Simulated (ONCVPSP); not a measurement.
## PBE ONCV dataset for Ge (Z = 32), fully relativistic all-electron reference.

* Element: germanium
* Generator: ONCVPSP 4.0.1
* Type: optimised norm-conserving Vanderbilt (ONCV)
* Functional: PBE
* Relativity: fully relativistic
* Frozen core: [Ne]
* Valence charge: 22
* Reference configuration: 3s2 3p6 3d10 4s2 4p2
* Partial waves: 3s+4s: rc 1.20 bohr, ncon 4, nbas 7, qcut 8.4 1/bohr, 2 projectors; 3p+4p: rc 1.05 bohr, ncon 3, nbas 7, qcut 15.2 1/bohr, 2 projectors; 3d: rc 1.05 bohr, ncon 4, nbas 9, qcut 13.9 1/bohr, local
* Local potential: the d channel
* Core correction: none

Open shells are filled in proportion to 2j + 1.

All-electron outer shells of the reference configuration (PBE, scalar-relativistic, ld1.x):

```
shell  level (eV)  outermost node (bohr)  outermost maximum (bohr)
   2s    -1371.79                   0.06                      0.18
   2p    -1198.71                      –                      0.14
   3s     -168.49                   0.26                      0.54
   3p     -115.62                   0.23                      0.54
   3d      -29.31                      –                      0.50
   4s      -11.73                   0.77                      1.75
   4p       -3.90                   0.82                      2.22
```

Calculated quality:

```json
{
 "Cutoffs needed": "84 Ha and 94 Ha (the cutoffs (Ha) at which the residual kinetic energy of the hardest occupied pseudo-wave falls to 1 and 0.1 mHa per electron)",
 "Ghost test": "ghosts flagged at negative energy: s at -654.9 eV; no localised positive-energy state flagged; a true bound ghost makes a file unfit for plane-wave use",
 "Largest excitation error": "-642 meV (all-electron minus pseudo) for 3s1 3p6 3d10 4s2 4p2, out of 4 test configurations"
}
```

Note: ghosts flagged at negative energy: s at -654.9 eV; no localised positive-energy state flagged. A true bound ghost makes a file unfit for plane-wave use. The potential misses its own reference levels by up to 0.4 eV.

Generation and tests took about 4.3 s on one core of a shared server CPU.
